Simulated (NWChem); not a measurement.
# CH3FSn

```
C
H 1 1.1081
H 1 1.1113 2 109.45
H 1 1.1113 2 109.45 3 -117.62
Sn 1 2.2207 2 109.06 3 121.19
F 5 1.9877 1 94.19 2 0.00
```
Charge 0, spin multiplicity 1.

Everything below was run with NWChem. Structure: optimised with PBE/def2-SVP with def2 effective core potentials on Sn, a minimum by its harmonic frequencies.

Effective core potentials replace the inner electrons of Sn; spin-orbit coupling is left out. B3LYP has NWChem's definition, with VWN1-RPA local correlation. The structure started from a generated list of species. No SCF solution was tested for a lower state.

Worked example. At B3LYP/def2-TZVP the molecule has a total energy of -354.22979 Ha and the free atoms (multiplicities Sn 3, F 2, C 3, H 2) H -0.50215, C -37.85948, F -99.77015, Sn -214.32749 Ha. The electronic atomisation energy is the atoms' sum less the molecule's energy.

1·(-214.32749) + 1·(-99.77015) + 1·(-37.85948) + 3·(-0.50215) = -353.46357 Ha for the atoms; less the molecule's energy this leaves 0.76622 Ha, or 480.8 kcal/mol (2012 kJ/mol), without zero-point, thermal or spin-orbit terms.
